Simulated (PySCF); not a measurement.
³¹P chemical shifts

- structure optimised with GFN2-xTB
- shielding tensors at PBE0/pcSseg-1 (GIAO)
- program: PySCF
- non-relativistic Hamiltonian, one conformer, in vacuum, equivalent nuclei averaged

Shieldings were converted by a linear fit to measured shifts: ³¹P: δ = 270.09 − 0.828σ (rms 18.1 ppm, 64 shifts vs H3PO4, solution or neat liquid). A few per cent of atoms miss by over 2 rms, more outside the fitted compound classes.

(1) Give the ³¹P shifts of `CP(C)(=O)c1cccs1`, `OCP1(=S)C=CCC=C1`, `C#CP1(=S)CCOCC1`.

(2) Order these by ³¹P shift, lowest first.
A. N#Cc1cpc(C=O)cn1
B. CC(C)=PC(F)(F)C(F)(F)F
C. CC[P@@H](=O)c1cccs1

## Answers

(1) 
```tsv
compound	environment	δ (ppm)
CP(C)(=O)c1cccs1	phosphorus bonded to 3 C, O	3.3
OCP1(=S)C=CCC=C1	phosphorus bonded to 3 C, S, in a 6-membered ring	2.3
C#CP1(=S)CCOCC1	phosphorus bonded to 3 C, S, in a 6-membered ring	0.2
```

(2) C (-5.5 ppm, phosphorus bonded to 2 C, O, H), B (200.8 ppm, phosphorus bonded to 2 C), A (260.3 ppm, phosphorus bonded to 2 C, in a 6-membered ring).
